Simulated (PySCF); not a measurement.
Tc(O)3(Me) (CH3O3Tc), SMILES [CH3][Tc](=[O])(=[O])=[O], multiplicity 1.

Geometry: r2SCAN-D4/def2-SVP. The multiplicity is an assumed one; other spin states were not compared. The def2 effective core potentials stand for the cores of Tc; spin–orbit coupling is left out.

Computed with PySCF with TDDFT-PBE0/def2-SVPD.

Vertical excitations; the highest root listed may be one member of a degenerate set. Gas-phase values at a fixed geometry. State labels are in the subgroup Cs.

```json
[
 {"state": "S1", "symmetry": "A\"", "energy (eV)": "3.94", "λ (nm)": "315", "f": "0.000", "main pairs": "HOMO→LUMO, HOMO−2→LUMO+1, HOMO−3→LUMO (degenerate set)"},
 {"state": "S2", "symmetry": "A'", "energy (eV)": "3.94", "λ (nm)": "315", "f": "0.000", "main pairs": "HOMO→LUMO+1, HOMO−3→LUMO+1, HOMO−2→LUMO (degenerate set)"},
 {"state": "S3", "symmetry": "A'", "energy (eV)": "4.38", "λ (nm)": "283", "f": "0.005", "main pairs": "HOMO−2→LUMO 50 %, HOMO−3→LUMO+1 50 %"},
 {"state": "S4", "symmetry": "A\"", "energy (eV)": "4.38", "λ (nm)": "283", "f": "0.000", "main pairs": "HOMO−2→LUMO+1 50 %, HOMO−3→LUMO 50 %"},
 {"state": "S5", "symmetry": "A'", "energy (eV)": "4.46", "λ (nm)": "278", "f": "0.001", "main pairs": "HOMO−1→LUMO, HOMO→LUMO+1, HOMO−3→LUMO+1, HOMO−2→LUMO (degenerate set)"},
 {"state": "S6", "symmetry": "A\"", "energy (eV)": "4.46", "λ (nm)": "278", "f": "0.001", "main pairs": "HOMO−1→LUMO+1, HOMO→LUMO, HOMO−3→LUMO, HOMO−2→LUMO+1 (degenerate set)"},
 {"state": "S7", "symmetry": "A'", "energy (eV)": "4.78", "λ (nm)": "259", "f": "0.003", "main pairs": "HOMO−4→LUMO, HOMO−1→LUMO, HOMO−2→LUMO, HOMO−3→LUMO+1 (degenerate set)"},
 {"state": "S8", "symmetry": "A\"", "energy (eV)": "4.78", "λ (nm)": "259", "f": "0.003", "main pairs": "HOMO−4→LUMO+1, HOMO−1→LUMO+1, HOMO−3→LUMO, HOMO−2→LUMO+1 (degenerate set)"},
 {"state": "S9", "symmetry": "A\"", "energy (eV)": "5.45", "λ (nm)": "228", "f": "0.020", "main pairs": "HOMO−4→LUMO+1 (degenerate set)"},
 {"state": "S10", "symmetry": "A'", "energy (eV)": "5.45", "λ (nm)": "228", "f": "0.020", "main pairs": "HOMO−4→LUMO (degenerate set)"},
 {"state": "T1", "symmetry": "A\"", "energy (eV)": "3.48", "λ (nm)": "356", "f": "0", "main pairs": "HOMO→LUMO, HOMO−3→LUMO, HOMO−2→LUMO+1, HOMO−1→LUMO+1 (degenerate set)"},
 {"state": "T2", "symmetry": "A'", "energy (eV)": "3.48", "λ (nm)": "356", "f": "0", "main pairs": "HOMO→LUMO+1, HOMO−2→LUMO, HOMO−3→LUMO+1, HOMO−1→LUMO (degenerate set)"},
 {"state": "T3", "symmetry": "A'", "energy (eV)": "3.64", "λ (nm)": "341", "f": "0", "main pairs": "HOMO→LUMO+1, HOMO−1→LUMO, HOMO−2→LUMO, HOMO−3→LUMO+1 (degenerate set)"},
 {"state": "T4", "symmetry": "A\"", "energy (eV)": "3.64", "λ (nm)": "341", "f": "0", "main pairs": "HOMO→LUMO, HOMO−1→LUMO+1, HOMO−3→LUMO, HOMO−2→LUMO+1 (degenerate set)"}
]
```
Triplets are in the Tamm–Dancoff approximation, which puts them higher than full response would, so one can lie above its singlet here.
